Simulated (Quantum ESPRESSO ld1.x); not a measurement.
Radial electron density D(r) = 4 pi r^2 rho(r) of an atom or ion with 34 electrons. All-electron calculation, Dirac Kohn-Sham, BP86, spin-unpolarised, spherical densities, point nucleus. Program: ld1.x of Quantum ESPRESSO 7.5.

```
   r/bohr * D(r) (the largest magnitude, 52.9, reaches the edge; | marks zero)
 0.004779 |       *
 0.006477 |            *
 0.008848 |                  *
  0.01199 |                           *
  0.01638 |                                    *
   0.0222 |                                           *
  0.03033 |                                              *
  0.04111 |                                          *
  0.05616 |                                      *
  0.07611 |                                        *
    0.104 |                                                   *
   0.1409 |                                                      *
   0.1925 |                                         *
   0.2609 |                              *
   0.3565 |                                   *
   0.4831 |                                    *
     0.66 |                      *
   0.8945 |         *
    1.212 |     *
    1.656 |   *
    2.244 | *
    3.066 *
    4.156 *
    5.677 *
```

What is the nuclear charge?

Answer. Z = 36. The innermost maximum, from 1s, lies near gamma/Z bohr with gamma = sqrt(1 - (Z/c)^2) = 0.965, here 0.0268 bohr (found: 0.0291), and its height grows with Z. The density is that of the krypton ion Kr2+ in [Ar] 3d10 4s2 4p4; the configuration itself is not fixed sharply by these data, and Z only to about a unit. D(r) has 3 maxima, at r = 0.0291, 0.130, 0.432 bohr, and minima at 0.0604, 0.274 bohr, inside which lie 2.08, 11.03 electrons.
